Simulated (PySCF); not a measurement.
Geometry:
```
atom   x (Å)   y (Å)   z (Å)
  C1   1.549  -1.182  -1.241
  C2   0.549  -1.767  -0.885
  C3  -0.668  -2.464  -0.504
 Si4  -2.171  -1.288  -0.733
  C5  -0.798  -3.762  -1.302
 Cl6  -2.305  -4.631  -0.896
  H7   2.437  -0.661  -1.548
  H8  -0.627  -2.714   0.572
  H9  -1.767   0.066  -0.257
 H10  -3.345  -1.756   0.056
 H11  -2.510  -1.236  -2.186
 H12   0.038  -4.442  -1.092
 H13  -0.820  -3.556  -2.381
```

Geometry: PBE0-D3(BJ)/def2-SVP; GIAO shifts from PySCF 2.14, gas phase, non-relativistic, averaged over equivalent atoms.

At mPW1PW91/pcSseg-1 (151 basis functions, 12 s wall time on 1 thread of an Arm Neoverse V1, shared host):
| atoms | δ (ppm) |
| --- | --- |
| C2 | 84.1 |
| C1 | 77.7 |
| C5 | 51.1 |
| C3 | 18.2 |
| Si4 | -52.5 |
| Cl6 | 96.2 |
| H9/H10/H11 | 4.04 |
| H12 | 3.77 |
| H13 | 3.31 |
| H8 | 2.19 |
| H7 | 2.11 |

δ = σ(ref) − σ, references computed at the same level: 13C (σref 183.54) and 29Si (σref 350.83) and 1H (σref 31.32) vs TMS; 35Cl (σref 939.31) vs HCl.

Question: Predict the values at OPBE/pcSseg-1 on the same geometry.

Answer: 
```tsv
atoms	δ at OPBE/pcSseg-1	change
C2	79.6	-4.5
C1	72.0	-5.7
C5	50.7	-0.4
C3	19.5	+1.3
Si4	-53.2	-0.7
Cl6	110.6	+14.4
H9/H10/H11	4.11	+0.07
H12	3.82	+0.05
H13	3.38	+0.07
H8	2.42	+0.23
H7	2.03	-0.08
```

Referencing at the same level of theory: 13C (σ = 185.13 ppm) and 29Si (σ = 360.29 ppm) and 1H (σ = 31.23 ppm) vs TMS; 35Cl (σ = 938.85 ppm) against HCl.

The largest change is at Cl6 (chlorine bonded to C). Cost: 151 basis functions, 19 s wall time on 1 thread of an Arm Neoverse V1, shared host. The order of the carbon signals is the same at both levels.

Carbons that carry Cl, above all several Cl atoms, come out too deshielded, partly because spin–orbit coupling is missing.
